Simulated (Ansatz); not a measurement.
Start from `[OH][Hf]([OH])([OH])[SH]` and change one atom or group to get `[OH][Hf]([OH])([SH])[Cl]`.

Ansatz, PBE0-D4/def2-TZVP geometries, multiplicity 1. Each molecule was computed in one conformer, which needn't be the lowest.

Elements past krypton have def2 core potentials.

```tsv
property	`[OH][Hf]([OH])([OH])[SH]`
zero-point energy (PBE0-D4/def2-TZVP) / kJ/mol	119.1
HOMO energy (PBE0/def2-TZVPP) / eV	-6.98
HOMO energy (PBE/def2-TZVPP) / eV	-5.74
size of the dipole moment (ωB97M-V/def2-TZVPP) / D	3.40
HOMO energy (B3LYP/def2-TZVPP) / eV	-6.71
HOMO–LUMO gap (PBE0/def2-TZVPP) / eV	6.83
```

Problem. Give the same properties after the change, and the shifts. (Estimate.)

Solution. Ansatz gave: 
| property | `[OH][Hf]([OH])([SH])[Cl]` | shift |
| --- | --- | --- |
| zero-point energy (PBE0-D4/def2-TZVP) / kJ/mol | 91.0 | -28.1 |
| HOMO energy (PBE0/def2-TZVPP) / eV | -7.44 | -0.46 |
| HOMO energy (PBE/def2-TZVPP) / eV | -6.22 | -0.48 |
| size of the dipole moment (ωB97M-V/def2-TZVPP) / D | 3.76 | 0.36 |
| HOMO energy (B3LYP/def2-TZVPP) / eV | -7.17 | -0.46 |
| HOMO–LUMO gap (PBE0/def2-TZVPP) / eV | 6.86 | 0.03 |

The zero-point energy changes by -28.1 kJ/mol with -3 modes. Dipoles are sizes alone; their direction can turn.

B3LYP here is the variant with VWN-RPA as its local correlation; programs differ in this.
